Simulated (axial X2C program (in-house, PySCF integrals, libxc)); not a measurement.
# Ω levels of YNC⁺ from open-shell CI on d0 s1 p(π)0

Calculated with an axial X2C code built on PySCF integrals: two-component X2C with atomic mean-field Coulomb and Gaunt terms, basis Y dyall-v3z, N dyall-v3z, C dyall-v3z (cores contracted in-house). Orbitals come from Hartree–Fock averaged over the configuration Y d0 s1 p(π)0; CI then distributes these electrons over the d, s, p(π) shells of Y.

Y–N–C held linear, bonds 2.081 and 1.170 Å (the second held) (near the minimum of the configuration average).

Active spinors (ω > 0):

| shell | ω | ε (eV) | character |
| --- | --- | --- | --- |
| d | 3/2 | -3.99 | 100% Y d |
| d | 5/2 | -3.96 | 100% Y d |
| d | 1/2 | -3.83 | 84% Y d, 9% Y p |
| d | 3/2 | -3.79 | 85% Y d, 8% Y p, 3% C p |
| d | 1/2 | -3.79 | 49% Y d, 42% Y p, 4% Y s |
| s | 1/2 | -8.76 | 69% Y s, 19% Y d, 7% Y p |
| p(π) | 1/2 | -3.12 | 81% Y p, 8% Y d, 4% C p |
| p(π) | 3/2 | -3.08 | 81% Y p, 7% Y d, 4% C p |

Lowest levels of this model:

```tsv
Ω	energy (cm⁻¹)	g∥	configuration
1/2	0	2.00	100% s1
3/2	4165	2.00	100% d1
5/2	4514	6.00	100% d1
1/2	8131	0.00	100% d1
3/2	8406	4.00	100% d1
1/2	14466	2.00	100% d1
```

g∥ is the magnitude of 2⟨Lz + ge Sz⟩ for the +Ω component.

Q: From Ω and g∥ of the lowest level, whose 2⟨Lz + ge Sz⟩ is positive, find ⟨Sz⟩ and ⟨Lz⟩ (ge = 2.0023).

A: Ω = ⟨Lz⟩ + ⟨Sz⟩ = 1/2 and ⟨Lz⟩ + ge⟨Sz⟩ = 1.000, so ⟨Sz⟩ = 0.50 and ⟨Lz⟩ = 0.00.

Occupations of the active spinors in the lowest level by ω, shell by shell in order of energy: -5/2: 0.00; -3/2: 0.00 0.00 0.00; -1/2: 0.00 0.00 0.00 0.00; 1/2: 0.00 0.00 1.00 0.00; 3/2: 0.00 0.00 0.00; 5/2: 0.00. The leading determinant has weight 1.00 among 4.

This point took 1.7 s on 1 thread of Arm Neoverse V2, on a shared host.

Dynamic correlation is missing, so gaps between terms are too wide and other configurations may lie lower; the lowest level listed is that of this model, not necessarily the ground state. For d shells the ligand-field splittings (σ, π, δ) and their order can be off by a thousand cm⁻¹ or more. At most 6 roots were kept for each Ω > 0 (twice that for Ω = 0) within 3.2 eV of the lowest, so higher up levels can be missing between those listed; levels with Ω > 0 are doubly degenerate and listed once, Ω = 0 levels singly. Some active spinors are only partly of the character that their shell is named for, so the shell names and counts are nominal. States that fill the shells left empty in the average are placed too high. The molecule was held linear; bending was not examined.
